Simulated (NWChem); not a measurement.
# C$_{2}$H$_{9}$NSi; SMILES N([SiH3])(C)C

Results from NWChem. Pople sets run with spherical d functions. Geometry: optimised at PBE0/def2-SVP.

For level TPSS/6-311++G**:

```yaml
highest occupied level (eV): -5.15
orbital gap (eV): 4.64
dipole (D): 0.87
```

### Question
Estimate the same quantities for level TPSS/STO-3G.

### Answer
- highest occupied level (eV) = -1.84
- orbital gap (eV) = 8.32
- dipole (D) = 0.26
